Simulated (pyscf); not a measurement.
## Four-centre exchange: H₃Si–I (SMILES [SiH3]I) + HI (SMILES I) → H₃Si–I (SMILES [SiH3]I) + HI (SMILES I)

Gas phase, singlet surface, charge 0. Bonds broken: Si2–H7, H3–I6. Bonds formed: Si2–H3, I6–H7. Structures and frequencies: ωB97X-D3(BJ)/def2-SVP in PySCF.

Transition state (Å):

```xyz
7

I      1.2091    -2.2701    -0.5509
Si     0.3496    -0.0553     0.1006
H      0.3337     1.4795    -0.4961
H     -0.9901    -0.1281    -0.5337
H      1.5259     0.4383     0.8588
I     -0.6930     2.6324     0.8919
H     -0.4920     0.6167     1.3463
```

One imaginary mode, 1761i cm⁻¹; descent along it reached the two sides named.

| bond | change | reactant side (Å) | saddle | product side |
|---|---|---|---|---|
| Si2–H7 | breaks | 1.484 | 1.647 | 4.2 |
| H3–I6 | breaks | 1.612 | 2.076 | 3.5 |
| Si2–H3 | forms | 4.2 | 1.647 | 1.484 |
| I6–H7 | forms | 3.5 | 2.076 | 1.612 |

Electronic energies relative to the separated reactants (kJ/mol):

```tsv
level	barrier	reaction energy	reverse barrier
ωB97X-D3(BJ)/def2-TZVP	321.4	0.0	321.4
PBE/def2-TZVP	251.8	0.0	251.8
r²SCAN/def2-TZVP	275.0	0.0	275.0
B3LYP-D3(BJ)/def2-TZVP	298.0	0.0	298.0
PBE0-D3(BJ)/def2-TZVP	282.6	0.0	282.6
M06-2X/def2-TZVP	317.5	0.0	317.5
ωB97M-D3(BJ)/def2-TZVP	326.3	0.0	326.3
HF/def2-TZVP	460.4	0.0	460.4
```

With ωB97M-D3(BJ)/def2-TZVP energies and thermal terms (ideal gas, 1 atm, RRHO with modes under 100 cm⁻¹ raised to 100, one conformer, R ln 2 for chiral ones without a mode under 150 cm⁻¹), in kJ/mol:

| T (K) | ΔH‡ | ΔG‡ | ΔH | ΔG |
|---|---|---|---|---|
| 298 | 321.3 | 361.3 | 0.0 | 0.0 |
| 600 | 322.1 | 401.7 | 0.0 | 0.0 |
| 900 | 324.1 | 441.1 | 0.0 | 0.0 |
| 1200 | 326.2 | 479.8 | 0.0 | 0.0 |

Another saddle between the same species, by other bonds, lies lower (161.4 kJ/mol against 326.3 kJ/mol at ωB97M-D3(BJ)/def2-TZVP). Elements past Kr carry the def2 core potentials, without spin-orbit coupling.
